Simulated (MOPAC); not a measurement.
MOPAC input (AM1):

```
AM1 1SCF UHF MS=0.5 GEO-OK AUX(PRECISION=9) THREADS=1
C2H9P2Si

C    -1.20884800 1   -0.59426200 1   -1.63726400 1
Si    0.08506600 1   -0.12759400 1   -0.35914500 1
C     1.78185100 1    0.03293100 1   -1.15101000 1
P     0.03816500 1   -1.61015400 1    1.33275200 1
P    -0.48189700 1    1.92778100 1    0.45194200 1
H    -1.25869700 1    0.15557400 1   -2.42955300 1
H    -2.19876400 1   -0.67669700 1   -1.18517500 1
H    -0.96736100 1   -1.55631000 1   -2.09428700 1
H     2.09937700 1   -0.92127700 1   -1.57604600 1
H     2.53065800 1    0.34314400 1   -0.42079100 1
H     1.75901400 1    0.77371700 1   -1.95370900 1
H     1.24409800 1   -1.09196800 1    1.88590100 1
H    -1.59252800 1    1.47288700 1    1.20765700 1
H     0.41124400 1    1.89083900 1    1.55325900 1
```

From the output:

```
                                                       MOPAC v23.2.5 Linux

          FINAL HEAT OF FORMATION =         21.64671 KCAL/MOL =      90.56984 KJ/MOL

          COSMO AREA              =        157.81 SQUARE ANGSTROMS
          COSMO VOLUME            =        160.48 CUBIC ANGSTROMS

          IONIZATION POTENTIAL    =          9.918497 EV
          ALPHA SOMO LUMO (EV)    =         -9.918 -1.195
          BETA  SOMO LUMO (EV)    =         -9.980 -2.641
          NO. OF ALPHA ELECTRONS  =         16
          NO. OF BETA  ELECTRONS  =         15
          MOLECULAR WEIGHT        =        123.1261         POINT GROUP:  C1

          MOLECULAR DIMENSIONS (Angstroms)

            Atom       Atom       Distance
            H    13    H     9     5.20684
            H    12    H     6     5.14216
            H     8    H    14     3.47018

          SCF CALCULATIONS        =          1

   ATOM   CHEMICAL          X               Y               Z
  NUMBER   SYMBOL      (ANGSTROMS)     (ANGSTROMS)     (ANGSTROMS)

     1       C         -1.20884800  *  -0.59426200  *  -1.63726400  *
     2      Si          0.08506600  *  -0.12759400  *  -0.35914500  *
     3       C          1.78185100  *   0.03293100  *  -1.15101000  *
     4       P          0.03816500  *  -1.61015400  *   1.33275200  *
     5       P         -0.48189700  *   1.92778100  *   0.45194200  *
     6       H         -1.25869700  *   0.15557400  *  -2.42955300  *
     7       H         -2.19876400  *  -0.67669700  *  -1.18517500  *
     8       H         -0.96736100  *  -1.55631000  *  -2.09428700  *
     9       H          2.09937700  *  -0.92127700  *  -1.57604600  *
    10       H          2.53065800  *   0.34314400  *  -0.42079100  *
    11       H          1.75901400  *   0.77371700  *  -1.95370900  *
    12       H          1.24409800  *  -1.09196800  *   1.88590100  *
    13       H         -1.59252800  *   1.47288700  *   1.20765700  *
    14       H          0.41124400  *   1.89083900  *   1.55325900  *

                             CARTESIAN COORDINATES

   1    C       -1.208848000    -0.594262000    -1.637264000
   2   Si        0.085066000    -0.127594000    -0.359145000
   3    C        1.781851000     0.032931000    -1.151010000
   4    P        0.038165000    -1.610154000     1.332752000
   5    P       -0.481897000     1.927781000     0.451942000
   6    H       -1.258697000     0.155574000    -2.429553000
   7    H       -2.198764000    -0.676697000    -1.185175000
   8    H       -0.967361000    -1.556310000    -2.094287000
   9    H        2.099377000    -0.921277000    -1.576046000
  10    H        2.530658000     0.343144000    -0.420791000
  11    H        1.759014000     0.773717000    -1.953709000
  12    H        1.244098000    -1.091968000     1.885901000
  13    H       -1.592528000     1.472887000     1.207657000
  14    H        0.411244000     1.890839000     1.553259000

           Empirical Formula: C2 H9 Si P2  =    14 atoms

      MOLECULAR POINT GROUP   :   C1

          ALPHA EIGENVALUES
 -29.73817 -29.10902 -21.59345 -20.48687 -14.64717 -14.62892 -14.20170 -14.17216
 -13.84956 -13.15253 -12.60258 -11.89751 -11.69808 -11.20318 -10.45799  -9.91850
  -1.19509  -0.94116   0.75524   1.02629   1.13664   1.33860   1.45898   3.91367
   3.97619   4.17456   4.21662   4.78611   5.03193

           BETA EIGENVALUES
 -29.72503 -29.10069 -21.56240 -19.90970 -14.64609 -14.62231 -14.19590 -14.17004
 -13.84999 -13.13865 -12.46193 -11.87390 -11.64359 -10.94824  -9.98010  -2.64088
  -1.12990  -0.85328   0.75419   1.05838   1.15071   1.32661   1.45616   3.91947
   3.98096   4.17591   4.21763   4.79007   5.03307

              NET ATOMIC CHARGES AND DIPOLE CONTRIBUTIONS

  ATOM NO.   TYPE          CHARGE      No. of ELECS.   s-Pop       p-Pop
    1          C          -0.510227        4.5102     1.25769     3.25254
    2         Si           0.976240        3.0238     0.89056     2.13320
    3          C          -0.520849        4.5208     1.25985     3.26100
    4          P          -0.402202        5.4022     1.91069     3.49151
    5          P          -0.499470        5.4995     1.85721     3.64226
    6          H           0.107097        0.8929     0.89290
    7          H           0.102414        0.8976     0.89759
    8          H           0.099496        0.9005     0.90050
    9          H           0.099186        0.9008     0.90081
   10          H           0.091869        0.9081     0.90813
   11          H           0.115194        0.8848     0.88481
   12          H           0.104003        0.8960     0.89600
   13          H           0.127316        0.8727     0.87268
   14          H           0.109932        0.8901     0.89007
 DIPOLE           X         Y         Z       TOTAL
 POINT-CHG.     0.750    -0.241    -0.801     1.123
 HYBRID         1.142    -0.260     0.654     1.341
 SUM            1.891    -0.501    -0.148     1.962

          ATOMIC ORBITAL ELECTRON POPULATIONS

     Atom    s        px        py        pz
    1  C   1.25769   1.09810   1.06021   1.09423
    2 Si   0.89056   0.74155   0.65944   0.73221
    3  C   1.25985   1.12204   1.06031   1.07865
    4  P   1.91069   1.11534   1.16939   1.20678
    5  P   1.85721   1.13733   1.30486   1.20006
    6  H   0.89290
    7  H   0.89759
    8  H   0.90050
    9  H   0.90081
   10  H   0.90813
   11  H   0.88481
   12  H   0.89600
   13  H   0.87268
   14  H   0.89007

                    (SZ)    =    0.500000
                    (S**2)  =    0.755825

          ATOMIC ORBITAL SPIN POPULATIONS

    Atom   Total    s     px     py     pz
         Atomic
    1  C  0.0065  0.001  0.003  0.001  0.002
    2 Si -0.0939 -0.021 -0.009 -0.034 -0.030
    3  C  0.0149  0.002  0.009  0.001  0.003
    4  P  1.0611  0.001  0.291  0.446  0.322
    5  P  0.0552 -0.002  0.004  0.051  0.003
    6  H -0.0014 -0.001
    7  H -0.0006 -0.001
    8  H -0.0011 -0.001
    9  H -0.0016 -0.002
   10  H -0.0008 -0.001
   11  H -0.0016 -0.002
   12  H -0.0320 -0.032
   13  H -0.0023 -0.002
   14  H -0.0023 -0.002

 **********************
 *                    *
 * JOB ENDED NORMALLY *
 *                    *
 **********************

 == MOPAC DONE ==
```

The geometry given is a B3LYP-D3(BJ)/def2-TZVP minimum.
